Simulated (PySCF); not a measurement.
# Nuclear quadrupole coupling in `O=CO[C@H]([SiH3])[SiH](O)O`

Compound: C2H8O4Si2.
Geometry (GFN2-xTB, Å), atoms numbered from 1 in this order:
```
atom  x, y, z in Å
O1    -0.8388   -0.6791    2.4298
C2    -1.1342   -1.3472    1.4728
O3    -1.0369   -1.0113    0.2186
C4    -0.5753    0.3315   -0.0864
Si5   -1.0636    0.5853   -1.9124
Si6    1.2794    0.5464    0.3244
O7     2.0404    0.0927   -1.0300
O8     1.8151   -0.4128    1.5171
H9    -1.5467   -2.3690    1.5504
H10   -1.1367    1.0155    0.5577
H11   -0.3277   -0.3490   -2.7559
H12   -2.5020    0.3146   -2.0125
H13   -0.7761    1.9780   -2.2585
H14    1.5323    1.9494    0.6414
H15    2.9566   -0.1698   -0.9945
H16    1.3066   -0.4663    2.3265
```

Field gradients from the PBE0/pcSseg-1 density (PySCF, non-relativistic), principal values in atomic units, ordered |Vxx| ≤ |Vyy| ≤ |Vzz|:

```csv
atom,Vxx,Vyy,Vzz
O1,0.6766,0.9001,-1.5767
O3,-0.6292,-1.0102,1.6394
O7,-0.3882,-1.1033,1.4915
O8,-0.3237,-1.0680,1.3917
```

Question: Find the asymmetry η = (Vxx − Vyy)/Vzz and the couplings χ = eQV/h (234.96 MHz × Q in barn × V in au), with Q(17O) = −0.0256 b.

Answer: 
```json
{"atom": "O1", "environment": "ester carbonyl oxygen", "nucleus": "17O", "η": "0.14", "χzz (MHz)": "9.48", "χxx (MHz)": "-4.07", "χyy (MHz)": "-5.41"}
{"atom": "O3", "environment": "ester single-bonded oxygen", "nucleus": "17O", "η": "0.23", "χzz (MHz)": "-9.86", "χxx (MHz)": "3.78", "χyy (MHz)": "6.08"}
{"atom": "O7", "environment": "silanol oxygen", "nucleus": "17O", "η": "0.48", "χzz (MHz)": "-8.97", "χxx (MHz)": "2.34", "χyy (MHz)": "6.64"}
{"atom": "O8", "environment": "silanol oxygen", "nucleus": "17O", "η": "0.53", "χzz (MHz)": "-8.37", "χxx (MHz)": "1.95", "χyy (MHz)": "6.42"}
```

The tensor is traceless: Vxx + Vyy + Vzz = 0.

Question: What is Vzz at O8 in SI units (1 au = 9.71736 × 10²¹ V/m²)?

Answer: 1.3917 au = 13.523 × 10²¹ V/m².

Question: And the gradient at the other heavy atoms, for which no coupling is worked out here?

Answer: 
| atom | environment | Vzz (au) | η |
| --- | --- | --- | --- |
| C2 | ester carbonyl carbon | 0.423 | 0.84 |
| C4 | sp3 carbon bound to oxygen | 0.564 | 0.16 |
| Si5 | SiH3 silicon | 0.255 | 0.35 |
| Si6 | oxygen-bound silicon | -0.310 | 0.68 |

Question: What couplings would deuterons (Q(2H) = 0.00286 b) have in place of the hydrogens, at this geometry?

Answer: 
```json
{"atom": "H9", "bonded to": "C2", "bond length (Å)": "1.105", "Vzz (au)": "0.2731", "η": "0.03", "χzz (kHz)": "184"}
{"atom": "H10", "bonded to": "C4", "bond length (Å)": "1.095", "Vzz (au)": "0.2973", "η": "0.13", "χzz (kHz)": "200"}
{"atom": "H11", "bonded to": "Si5", "bond length (Å)": "1.458", "Vzz (au)": "0.1662", "η": "0.02", "χzz (kHz)": "112"}
{"atom": "H12", "bonded to": "Si5", "bond length (Å)": "1.467", "Vzz (au)": "0.1597", "η": "0.01", "χzz (kHz)": "107"}
{"atom": "H13", "bonded to": "Si5", "bond length (Å)": "1.464", "Vzz (au)": "0.1621", "η": "0.03", "χzz (kHz)": "109"}
{"atom": "H14", "bonded to": "Si6", "bond length (Å)": "1.460", "Vzz (au)": "0.1590", "η": "0.02", "χzz (kHz)": "107"}
{"atom": "H15", "bonded to": "O7", "bond length (Å)": "0.954", "Vzz (au)": "0.5110", "η": "0.06", "χzz (kHz)": "343"}
{"atom": "H16", "bonded to": "O8", "bond length (Å)": "0.957", "Vzz (au)": "0.4825", "η": "0.06", "χzz (kHz)": "324"}
```

Geometry: GFN2-xTB, one conformer, isolated molecule. GFN2-xTB bond lengths can be off by several hundredths of an ångström, more for odd bonds, and the gradients follow them. A larger basis could move these couplings by a tenth or more.
